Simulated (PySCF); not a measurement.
An unknown is described by computed data only.

Formula: CAlCl2N.

| Property | Result |
| --- | --- |
| Triplet | lowest triplet excitation (Tamm–Dancoff): 5.49 eV [TDA wB97X-D/def2-SVPD] |
| Rotational structure | rotational constants A, B, C: 2.200, 2.040, 1.059 GHz [PBE0-D3(BJ)/def2-SVP] |
| NMR, other nuclei | isotropic shieldings of nuclei other than C and H, by class: -119 (1 N), 409 (1 Al), 889 (2 Cl) ppm [GIAO B3LYP/pcSseg-1 (pcSseg-2 on Al)] |
| XPS | Cl2p3/2 206.8 (×2), C1s 292.2, N1s 406.0, Al1s 1569.9, Cl1s 2829.4 (×2) eV [ΔSCF SCAN, pcX-2 on the ionised atom, pcseg-1 elsewhere, spin-free X2C, 2p3/2 from a spin–orbit splitting computed afterwards within the 2p shell] |
| UV, strongest line | among the 15 lowest singlet transitions: S11 at 7.91 eV (157 nm, f = 0.126) [TDDFT wB97X-D/def2-SVPD] |
| Dipole | 2.20 D [wB97X-D/def2-SVPD] |
| 13C NMR | chemical shifts (computed TMS as zero) by class: 122.6 (1 C) ppm [GIAO B3LYP/pcSseg-1 (pcSseg-2 on Al)] |
| Polarisability | 62.5 au [wB97X-D/def2-SVPD] |
| UV, first state | lowest singlet excitation: 6.24 eV (199 nm, f = 0.000) [TDDFT wB97X-D/def2-SVPD] |

Gas-phase values; electronic properties from PySCF, density fitting. Levels stand in brackets. Geometry: PBE0-D3(BJ)/def2-SVP; no solvent, vibrations or thermal averaging. NMR values are class means; diastereotopic atoms form classes of their own.

Task: What is the compound? Reason from the data.

Result: The one carbon: carbon bonded to Al and N (122.6 ppm). The other shieldings belong to: -119 ppm, nitrogen bonded to C; 409 ppm, aluminium bonded to C and 2 Cl; 889 ppm, chlorine bonded to Al. The core levels belong to: Cl2p3/2 206.8 eV, chlorine bonded to Al; C1s 292.2 eV, carbon bonded to Al and N; N1s 406.0 eV, nitrogen bonded to C; Al1s 1569.9 eV, aluminium bonded to C and 2 Cl; Cl1s 2829.4 eV, chlorine bonded to Al. The hole state at 292.2 eV has ⟨S²⟩ = 0.83 against 0.75, so that value is less sure. The hole state at 406.0 eV has ⟨S²⟩ = 0.83 against 0.75, so that value is less sure. The optimised geometry has point group C2v and is an asymmetric top. Structure: `N#[C][Al]([Cl])[Cl]` (AlCl2(CN)). The assignments are read from this structure; whether some other isomer fits the data as well wasn't checked.
